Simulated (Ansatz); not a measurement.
V3, 3 atoms. Hardware: 2 threads of AMD EPYC 9R45 on a shared host.

Correlated methods freeze 15 core orbitals; core or outer-core shells of V are correlated, in sets that lack core-valence functions.

(1) How many basis functions does each of these Ansatz runs have, and roughly what does it cost? PBE0-D4/def2-TZVP, charge 0 quartet, energy, from earlier orbitals; PBE-D4/def2-TZVP, charge 0 sextet, energy, from earlier orbitals; r2SCANh-D4/def2-TZVP, charge 0 doublet, energy and forces, from earlier orbitals; RPA@PBE/def2-TZVP, charge 0 quartet, energy, from earlier orbitals; CCSD(T)/def2-TZVP, charge 0 sextet, energy, from earlier orbitals; PBE0-D4/def2-TZVP, charge 1 singlet at the geometry of the charge 0 doublet, energy, from earlier orbitals; r2SCAN-D4/def2-TZVP, charge 1 triplet at the geometry of the charge 0 doublet, energy, from earlier orbitals; r2SCANh-D4/def2-TZVP, charge 0 quartet, energy, from earlier orbitals; PBE0-D4/def2-TZVPD, charge -1 triplet at the geometry of the charge 0 doublet, energy; r2SCAN-D4/def2-TZVPD, charge -1 triplet at the geometry of the charge 0 doublet, energy, from earlier orbitals; revPBE-D4/def2-TZVP, charge 0 quartet, energy, from earlier orbitals; r2SCAN-D4/def2-TZVP, charge 0 sextet, energy, from earlier orbitals.

Results:

(1) Other jobs shared the machine, so times can vary by a factor of up to 3. A dash marks memory too small to be measured apart from the calling script's.

```tsv
run	functions	fitting or Cholesky vectors	wall time	peak host memory (GiB)
PBE0-D4/def2-TZVP, charge 1 singlet at the geometry of the charge 0 doublet, energy, from earlier orbitals	135	1521	2.3 s	–
PBE-D4/def2-TZVP, charge 0 sextet, energy, from earlier orbitals	135	1302	2.4 s	–
revPBE-D4/def2-TZVP, charge 0 quartet, energy, from earlier orbitals	135	1302	2.5 s	–
RPA@PBE/def2-TZVP, charge 0 quartet, energy, from earlier orbitals	135	1185	3.2 s	–
PBE0-D4/def2-TZVPD, charge -1 triplet at the geometry of the charge 0 doublet, energy	144	1230	8.5 s	0.65
r2SCAN-D4/def2-TZVP, charge 1 triplet at the geometry of the charge 0 doublet, energy, from earlier orbitals	135	1302	12 s	–
r2SCAN-D4/def2-TZVP, charge 0 sextet, energy, from earlier orbitals	135	1302	13 s	–
r2SCAN-D4/def2-TZVPD, charge -1 triplet at the geometry of the charge 0 doublet, energy, from earlier orbitals	144	1359	15 s	–
r2SCANh-D4/def2-TZVP, charge 0 doublet, energy and forces, from earlier orbitals	135	1185	17 s	0.59
r2SCANh-D4/def2-TZVP, charge 0 quartet, energy, from earlier orbitals	135	1185	19 s	0.61
PBE0-D4/def2-TZVP, charge 0 quartet, energy, from earlier orbitals	135	1185	28 s	0.65
CCSD(T)/def2-TZVP, charge 0 sextet, energy, from earlier orbitals	135	1185	52 s	1.5
```
